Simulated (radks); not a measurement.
Question: Excited configurations of Zr: one electron is placed in a higher orbital outside [Kr] 4d2 5s1. The ground configuration is [Kr] 4d2 5s2. Calculated with a radial shooting solver on a logarithmic mesh with Libxc functionals: scalar-relativistic Kohn-Sham, BLYP, spin-unpolarised, spherical densities, finite nucleus; Fermi nuclear charge, rms radius 4.2694 fm. Excitation = E - E(ground); binding = E(ion) - E, where the ion is the core of charge +1; n* = 1/sqrt(2 binding) in atomic units, and the quantum defect is n - n*.

outer orbital  excitation (eV)  binding (eV)     n*  quantum defect  eigenvalue (eV)  <r> (bohr)
5d                       5.581         1.479  3.033           1.967           -0.569       10.70
6s                       4.874         2.187  2.494           3.506           -1.196       9.517
6p                       5.422         1.638  2.882           3.118           -0.885       12.01
6f                       6.549         0.512  5.157           0.843           -0.292       40.39
7d                       6.364         0.697  4.419           2.581           -0.406       30.58

Estimate the row for 5p.

Answer: excitation (eV) 3.058; binding (eV) 4.003; n* 1.844; quantum defect 3.156; eigenvalue (eV) -1.896; <r> (bohr) 5.006. The Delta-SCF ionisation energy is 7.060 eV (NIST Atomic Spectra Database: 6.634 eV, measured). Self-interaction in the functional shifts the binding energies and quantum defects, so they are the method's values and not measured ones. Spin polarisation and multiplet splitting are left out, so open shells lie too high by an amount that depends on their filling.

Beside tabulated values, note that spin-unpolarised runs miss the spin-polarisation part of the exchange energy of open shells.
